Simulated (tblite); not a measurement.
C₆H₈NO₂ (charge -1).
Bonds: N1–C2 (triple), C2–C3, C3–C4, C4–C5, C5–C6, C6–C7, C7–O8 (double), C7–O9. Hydrogens: H10, H11 on C3; H12, H13 on C4; H14, H15 on C5; H16, H17 on C6.
Bond orders are those of one Lewis drawing.

Computed with GFN2-xTB (tblite), gas phase: Langevin dynamics at 600 K from the optimised GFN2-xTB geometry, time step 0.5 fs, friction 0.01 fs⁻¹, 2000 steps.

Start geometry:
```
atom  x, y, z in Å
N1     -2.988    1.111    0.761
C2     -2.223    0.270    0.603
C3     -1.295   -0.794    0.399
C4     -0.499   -0.651   -0.907
C5      0.283    0.662   -0.984
C6      1.106    0.951    0.273
C7      1.873   -0.337    0.785
O8      1.290   -0.973    1.686
O9      2.954   -0.587    0.245
H10    -0.549   -0.816    1.218
H11    -1.844   -1.742    0.408
H12     0.210   -1.480   -0.942
H13    -1.168   -0.731   -1.773
H14    -0.414    1.491   -1.166
H15     0.959    0.599   -1.841
H16     0.456    1.312    1.075
H17     1.841    1.728    0.049
```

The statistics below take the 31 frames saved every 25 fs from 250 to 1000 fs; their kinetic temperature (all 3N coordinates) averages 621 K.

**Question.** How do the bond lengths spread?

**Answer.** 
```csv
bond,start (Å),mean (Å),standard deviation (Å),shortest (Å),longest (Å)
N1≡C2,1.148,1.148,0.024,1.104,1.206
C2–C3,1.427,1.440,0.041,1.359,1.524
C3–C4,1.535,1.554,0.044,1.463,1.658
C4–C5,1.531,1.546,0.054,1.439,1.676
C5–C6,1.530,1.538,0.058,1.432,1.664
C6–C7,1.584,1.611,0.058,1.492,1.780
C7=O8,1.247,1.245,0.022,1.207,1.293
C7–O9,1.234,1.238,0.019,1.207,1.279
C3–H10,1.108,1.104,0.044,1.016,1.182
C3–H11,1.095,1.102,0.038,1.034,1.167
C4–H12,1.092,1.097,0.041,1.013,1.187
C4–H13,1.097,1.113,0.064,0.984,1.245
C5–H14,1.098,1.100,0.033,1.050,1.171
C5–H15,1.094,1.116,0.052,1.035,1.208
C6–H16,1.093,1.103,0.055,1.012,1.218
C6–H17,1.093,1.106,0.057,0.979,1.208
```

**Question.** Give the same statistics for bond angles, one of each kind among heavy atoms.

**Answer.** 
```tsv
angle	start (°)	mean (°)	standard deviation (°)	smallest (°)	largest (°)
N1–C2–C3	178.8	166.7	6.6	151.9	178.3
C2–C3–C4	112.9	111.9	5.6	104.9	127.1
C3–C4–C5	112.8	112.7	5.9	103.3	123.6
C4–C5–C6	113.3	113.4	5.2	102.4	122.9
C5–C6–C7	111.8	115.9	7.0	103.1	128.4
C6–C7–O8	115.0	116.6	5.5	102.6	125.3
C6–C7–O9	116.6	113.9	5.3	104.3	126.0
O8–C7–O9	128.5	129.1	4.0	122.5	138.6
```

**Question.** How far does each atom move about its mean position (frames aligned on the start, all atoms weighted alike), and what rms force does it feel?

**Answer.** 
```csv
atom,rms displacement (Å),rms force (eV/Å)
N1,0.52,3.00
C2,0.31,3.46
C3,0.21,2.50
C4,0.16,3.38
C5,0.14,2.88
C6,0.19,2.93
C7,0.34,2.31
O8,1.12,1.58
O9,0.56,1.36
H10,0.47,1.49
H11,0.37,1.24
H12,0.34,1.48
H13,0.27,1.91
H14,0.26,1.01
H15,0.26,1.55
H16,0.49,1.77
H17,0.42,1.97
```

The displacements run from 0.14 to 1.12 Å, the largest at O8.

**Question.** Follow the torsions C2–C3–C4–C5, C3–C4–C5–C6, C4–C5–C6–C7 and C5–C6–C7–O8 through every second one of these frames.

**Answer.** 
```csv
t (fs),C2–C3–C4–C5 (°),C3–C4–C5–C6 (°),C4–C5–C6–C7 (°),C5–C6–C7–O8 (°)
250,46,81,26,-78
300,69,45,53,-84
350,55,56,61,-85
400,50,57,67,-65
450,61,68,39,-51
500,79,60,58,-46
550,90,55,58,-18
600,93,68,60,-24
650,73,82,64,-13
700,96,81,70,-20
750,92,51,102,-28
800,89,74,97,-14
850,51,85,86,13
900,74,81,81,31
950,75,66,68,37
1000,76,71,59,35
```

Largest departure from the start value over all these frames: C2–C3–C4–C5 48° (start 58°), C3–C4–C5–C6 43° (start 49°), C4–C5–C6–C7 63° (start 44°), C5–C6–C7–O8 140° (start -96°).

**Question.** How widely does the potential energy scatter, against a harmonic estimate?

**Answer.** Mean 1.38 eV above the start, standard deviation 0.199 eV, range 0.99 to 1.82 eV. For 45 classical harmonic modes at 600 K the canonical values are 45kT/2 = 1.16 eV and kT·√(45/2) = 0.245 eV.

The run is classical and short, so these are rough statistics of one trajectory.

What follows is the cost of the whole dynamics run. Hardware: one thread of an Arm Neoverse N1, shared host. Cost: 20 s of wall time, 0.18 GiB resident at most.
